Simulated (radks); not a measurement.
Problem. The mean radii <r> (bohr) of the occupied orbitals of an atom or ion are listed with their occupations. All-electron calculation, Dirac Kohn-Sham, PBE, spin-unpolarised, spherical densities, point nucleus. Program: a radial shooting solver on a logarithmic mesh with Libxc functionals.

| orbital | occ. | <r> |
|---|---|---|
| 1s1/2 | 2 | 0.06639 |
| 2s1/2 | 2 | 0.3032 |
| 2p1/2 | 2 | 0.2666 |
| 2p3/2 | 4 | 0.2692 |

Name the element and its charge. Open shells, if any, are shared by 2j + 1.

Solution. Z = 23, vanadium, charge +13: V13+ in [Ne]. The 1s radius gives Z: for a bare nucleus <r> = (2 gamma + 1)/(2Z) with gamma = sqrt(1 - (Z/c)^2), 0.0646 bohr for Z = 23, and screening makes it slightly larger (0.06639 here). The occupations add up to 10, and the charge is Z minus that.
